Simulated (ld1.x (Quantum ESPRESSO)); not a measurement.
u(r) = r·R(r): atom against pseudo-atom (magnesium)

Columns: radius, all-electron u(r) and pseudo u(r) of the 3p shell (level -7.05 eV) of magnesium in the configuration [Ne] 3s1 3p0; PBE, non-relativistic, TM scheme, ld1.x (Quantum ESPRESSO) 7.5.

```json
{"r (bohr)": "0.132", "all-electron": "0.0959", "pseudo": "-0.0031"}
{"r (bohr)": "0.265", "all-electron": "0.1931", "pseudo": "-0.0124"}
{"r (bohr)": "0.398", "all-electron": "0.2237", "pseudo": "-0.0278"}
{"r (bohr)": "0.530", "all-electron": "0.2020", "pseudo": "-0.0487"}
{"r (bohr)": "0.663", "all-electron": "0.1492", "pseudo": "-0.0750"}
{"r (bohr)": "0.795", "all-electron": "0.0812", "pseudo": "-0.1057"}
{"r (bohr)": "0.928", "all-electron": "0.0065", "pseudo": "-0.1407"}
{"r (bohr)": "1.060", "all-electron": "-0.0681", "pseudo": "-0.1786"}
{"r (bohr)": "1.193", "all-electron": "-0.1406", "pseudo": "-0.2192"}
{"r (bohr)": "1.325", "all-electron": "-0.2080", "pseudo": "-0.2609"}
{"r (bohr)": "1.458", "all-electron": "-0.2702", "pseudo": "-0.3033"}
{"r (bohr)": "1.590", "all-electron": "-0.3257", "pseudo": "-0.3449"}
{"r (bohr)": "1.723", "all-electron": "-0.3752", "pseudo": "-0.3853"}
{"r (bohr)": "1.855", "all-electron": "-0.4180", "pseudo": "-0.4227"}
{"r (bohr)": "1.988", "all-electron": "-0.4552", "pseudo": "-0.4571"}
{"r (bohr)": "2.120", "all-electron": "-0.4864", "pseudo": "-0.4870"}
{"r (bohr)": "2.252", "all-electron": "-0.5121", "pseudo": "-0.5123"}
{"r (bohr)": "2.385", "all-electron": "-0.5328", "pseudo": "-0.5328"}
{"r (bohr)": "2.518", "all-electron": "-0.5482", "pseudo": "-0.5482"}
{"r (bohr)": "2.650", "all-electron": "-0.5587", "pseudo": "-0.5587"}
{"r (bohr)": "2.782", "all-electron": "-0.5646", "pseudo": "-0.5646"}
{"r (bohr)": "2.915", "all-electron": "-0.5665", "pseudo": "-0.5665"}
{"r (bohr)": "3.048", "all-electron": "-0.5648", "pseudo": "-0.5648"}
{"r (bohr)": "3.180", "all-electron": "-0.5598", "pseudo": "-0.5598"}
{"r (bohr)": "3.312", "all-electron": "-0.5521", "pseudo": "-0.5521"}
{"r (bohr)": "3.445", "all-electron": "-0.5421", "pseudo": "-0.5421"}
```

Problem. How many radial nodes do the two functions have?

Solution. The all-electron 3p function has n − l − 1 = 1; the pseudo-wave has 0, since the states of the same l below it are removed with the core.

Problem. At about which radius was the pseudo-wave matched?

Solution. 2.65 bohr. The columns agree to 0.0005 from 2.25 bohr on; several derivatives are matched, so the curves merge somewhat inside the radius.

Problem. Where does each function peak?

Solution. Outermost all-electron maximum near 2.92 bohr, pseudo maximum near 2.92 bohr (to the table’s step).

Problem. Is the pseudo-wave norm-conserving?

Solution. Yes: the TM scheme keeps the norm inside the radius equal to the all-electron one, which fixes the energy derivative of the logarithmic derivative at the level.
